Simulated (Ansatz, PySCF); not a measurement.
Reaction (SMILES): CB(C)O [dimethylborinic acid] -> C[B]C + [OH] (HO) (the B-O bond at the site shown breaks; other sites are not compared here)
Each molecule is optimised on its own at B3LYP-D3(BJ)/def2-TZVP (Ansatz, an electronic-structure program), one conformer each, not searched for the lowest. Frequencies are from Ansatz or PySCF.

Quantity: bond dissociation energy (enthalpy at 298 K, with B3LYP-D3(BJ) rigid-rotor harmonic-oscillator terms), in eV. Cores are frozen in the correlated levels unless marked. UHF or UKS for open shells. No spin-orbit coupling. No relativistic terms. CBS(X,Y): correlation extrapolated as X^-3; Hartree-Fock from the larger set. The bracket is a focal-point correction in the basis named.

```json
[
 {"level": "HF/aug-cc-pVQZ", "program": "Ansatz", "bond dissociation energy (eV)": "4.85", "minus last row": "-1.67"},
 {"level": "revPBE-D3(BJ)/def2-TZVPD", "program": "Ansatz + dftd3", "bond dissociation energy (eV)": "6.11", "minus last row": "-0.41"},
 {"level": "r2SCAN-D4/def2-TZVPD", "program": "Ansatz + dftd4", "bond dissociation energy (eV)": "6.19", "minus last row": "-0.33"},
 {"level": "B97M-V/def2-TZVPD", "program": "Ansatz", "bond dissociation energy (eV)": "6.32", "minus last row": "-0.20"},
 {"level": "PBE0/def2-SVP", "program": "Ansatz", "bond dissociation energy (eV)": "6.49", "minus last row": "-0.03"},
 {"level": "PBE0/def2-QZVPP", "program": "Ansatz", "bond dissociation energy (eV)": "6.26", "minus last row": "-0.26"},
 {"level": "r2SCANh/def2-TZVPD", "program": "Ansatz", "bond dissociation energy (eV)": "6.14", "minus last row": "-0.38"},
 {"level": "LC-wPBE-D4/def2-TZVPD", "program": "Ansatz + dftd4", "bond dissociation energy (eV)": "6.35", "minus last row": "-0.17"},
 {"level": "B2GP-PLYP-D3(BJ)/def2-TZVPD", "program": "Ansatz + dftd3", "bond dissociation energy (eV)": "6.40", "minus last row": "-0.12"},
 {"level": "MP2/cc-pVTZ", "program": "Ansatz", "bond dissociation energy (eV)": "6.75", "minus last row": "0.23"},
 {"level": "MP2/CBS(cc-pVTZ,cc-pVQZ)", "program": "Ansatz", "bond dissociation energy (eV)": "6.85", "minus last row": "0.33"},
 {"level": "SCS-MP2/cc-pVDZ", "program": "Ansatz", "bond dissociation energy (eV)": "6.39", "minus last row": "-0.13"},
 {"level": "SCS-MP2/aug-cc-pVTZ", "program": "Ansatz", "bond dissociation energy (eV)": "6.57", "minus last row": "0.05"},
 {"level": "CCSD/cc-pwCVTZ", "program": "Ansatz", "bond dissociation energy (eV)": "6.33", "minus last row": "-0.19"},
 {"level": "CCSD(T)/aug-cc-pVTZ", "program": "Ansatz", "bond dissociation energy (eV)": "6.40", "minus last row": "-0.12"},
 {"level": "CCSD(T) with core electrons/cc-pwCVTZ", "program": "Ansatz", "bond dissociation energy (eV)": "6.49", "minus last row": "-0.03"},
 {"level": "RI-MP2/CBS(aug-cc-pVTZ,aug-cc-pVQZ)+[CCSD(T)-MP2]/aug-cc-pVDZ", "program": "Ansatz", "bond dissociation energy (eV)": "6.52", "minus last row": "0.00"},
 {"level": "RI-MP2/CBS(cc-pVTZ,cc-pVQZ)+[CCSD(T)-MP2]/cc-pVDZ", "program": "Ansatz", "bond dissociation energy (eV)": "6.58", "minus last row": "0.06"},
 {"level": "RI-MP2/CBS(aug-cc-pVTZ,aug-cc-pVQZ)+[CCSD(T)-MP2]/aug-cc-pVTZ", "program": "Ansatz", "bond dissociation energy (eV)": "6.52", "minus last row": "0.00"},
 {"level": "RI-MP2/CBS(cc-pVTZ,cc-pVQZ)+[CCSD(T)-MP2]/cc-pVTZ", "program": "Ansatz", "bond dissociation energy (eV)": "6.54", "minus last row": "0.02"},
 {"level": "CCSD(T)/CBS(cc-pVTZ,cc-pVQZ)", "program": "Ansatz", "bond dissociation energy (eV)": "6.52", "minus last row": "0.00"}
]
```
